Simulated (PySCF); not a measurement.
**Electronic structure of Br⁺ (bromine, charge +1) at the B3LYP level**

Configuration: [Ar] 3d10 4s2 4p4, high-spin 3P determinant. Computed with PySCF 2.14 in def2-TZVP, with the non-relativistic Hamiltonian (point nucleus).

```
Total energy                                                  : -2573.702 hartree
One-electron energy                                           : -3567.030 hartree
Hartree (Coulomb) energy                                      : 1084.335 hartree
Exchange-correlation energy                                   : -91.006 hartree
Kinetic energy                                                : 2569.97615 hartree
⟨S²⟩                                                          : 2.0023
⟨L²⟩                                                          : 2.013
Sum of ⟨r⟩                                                    : 23.08 bohr
Sum of ⟨r²⟩                                                   : 31.82 bohr²
Traceless quadrupole moment −½Σ⟨3z² − r²⟩ along its main axis : -1.73 e·bohr²
Density at the nucleus (Gaussians lack the cusp)              : 28800 bohr⁻³
Spin density at the nucleus                                   : -0.340 bohr⁻³
Langevin diamagnetic susceptibility                           : -25.2 ×10⁻⁶ cm³/mol
Time after the integrals                                      : 0.9 s of wall time on 1 thread of Neoverse-N1 (shared host)
```

```json
{"shell": "1s α", "electrons": "1", "mean orbital energy (hartree)": "-483.31303", "spread (hartree)": "0", "rms radius, mean of both spins (bohr)": "0.0505"}
{"shell": "1s β", "electrons": "1", "mean orbital energy (hartree)": "-483.30726", "spread (hartree)": "0", "rms radius, mean of both spins (bohr)": "0.0505"}
{"shell": "2s α", "electrons": "1", "mean orbital energy (hartree)": "-62.95586", "spread (hartree)": "0", "rms radius, mean of both spins (bohr)": "0.210"}
{"shell": "2s β", "electrons": "1", "mean orbital energy (hartree)": "-62.95259", "spread (hartree)": "0", "rms radius, mean of both spins (bohr)": "0.210"}
{"shell": "2p α", "electrons": "3", "mean orbital energy (hartree)": "-56.77136", "spread (hartree)": "0.00875", "rms radius, mean of both spins (bohr)": "0.185"}
{"shell": "2p β", "electrons": "3", "mean orbital energy (hartree)": "-56.76549", "spread (hartree)": "0.00341", "rms radius, mean of both spins (bohr)": "0.185"}
{"shell": "3s α", "electrons": "1", "mean orbital energy (hartree)": "-9.14627", "spread (hartree)": "0", "rms radius, mean of both spins (bohr)": "0.602"}
{"shell": "3s β", "electrons": "1", "mean orbital energy (hartree)": "-9.13742", "spread (hartree)": "0", "rms radius, mean of both spins (bohr)": "0.602"}
{"shell": "3p α", "electrons": "3", "mean orbital energy (hartree)": "-6.96887", "spread (hartree)": "0.02390", "rms radius, mean of both spins (bohr)": "0.615"}
{"shell": "3p β", "electrons": "3", "mean orbital energy (hartree)": "-6.95809", "spread (hartree)": "0.01342", "rms radius, mean of both spins (bohr)": "0.615"}
{"shell": "3d α", "electrons": "5", "mean orbital energy (hartree)": "-3.08362", "spread (hartree)": "0.02344", "rms radius, mean of both spins (bohr)": "0.652"}
{"shell": "3d β", "electrons": "5", "mean orbital energy (hartree)": "-3.07396", "spread (hartree)": "0.01573", "rms radius, mean of both spins (bohr)": "0.652"}
{"shell": "4s α", "electrons": "1", "mean orbital energy (hartree)": "-1.19103", "spread (hartree)": "0", "rms radius, mean of both spins (bohr)": "1.78"}
{"shell": "4s β", "electrons": "1", "mean orbital energy (hartree)": "-1.09987", "spread (hartree)": "0", "rms radius, mean of both spins (bohr)": "1.78"}
{"shell": "4p α", "electrons": "3", "mean orbital energy (hartree)": "-0.71246", "spread (hartree)": "0.05095", "rms radius, mean of both spins (bohr)": "2.12"}
{"shell": "4p β", "electrons": "1", "mean orbital energy (hartree)": "-0.65045", "spread (hartree)": "0", "rms radius, mean of both spins (bohr)": "2.12"}
```
